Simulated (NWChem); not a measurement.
SiF2, singlet; SMILES [Si](F)F

Results from NWChem. Low-valent species are run as closed-shell singlets; no triplet was tried in these runs. All runs use the structure optimised with PBE-D3(BJ)/def2-SVP. Vertical excitations in the gas phase.

Q: What does the run give for PBE/aug-cc-pVDZ, TDA? Quantities: lowest excitation, singlet (eV); oscillator strength of that lowest state; orbital gap (eV).

A: 
```yaml
lowest excitation, singlet (eV): 5.47
oscillator_strength_of_that_lowest_state: 0.195
orbital gap (eV): 4.06
```
